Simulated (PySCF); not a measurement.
## Threshold energies of CuH in a plasma

PBE in PySCF with def2-TZVPPD on every atom, for the lowest determinant that a PBE0 search found; no spin–orbit coupling.

| species | state (unpaired electrons) | Re (Å) | ωe (cm⁻¹) | energy of the minimum from the neutral (eV) | De (eV) | dissociates to |
| --- | --- | --- | --- | --- | --- | --- |
| CuH | singlet (closed shell) | 1.472 | 1917 | 0.00 | 2.80 | Cu (3d10 4s1) + H |
| CuH⁺ | doublet (σ ↑) | 1.503 | 1699 | 9.57 | 1.39 | Cu⁺ (3d10) + H |

Question: Work out the lowest energy to break CuH into atoms, from its vibrational ground state.

Answer: D0 = De − ωe/2 = 2.80 − 0.12 = 2.68 eV (PBE/def2-TZVPPD).

Question: Work out the ionisation energy of the Cu atom at this level and the threshold of dissociative ionisation.

Answer: IE(Cu) = 9.57 + 1.39 − 2.80 = 8.16 eV, so Cu⁺ (3d10) + H + e⁻ appears at D0 + IE(Cu) = 10.84 eV (PBE/def2-TZVPPD). The measured IE(Cu) is 7.726 eV (NIST ASD).

These are thermodynamic thresholds; the onsets seen under electron impact lie higher where the geometry changes, and cross-sections peak well above them.

For an ion De counts to the pair picked by the measured ionisation energies or electron affinities, which need not be the lowest pair at this level.
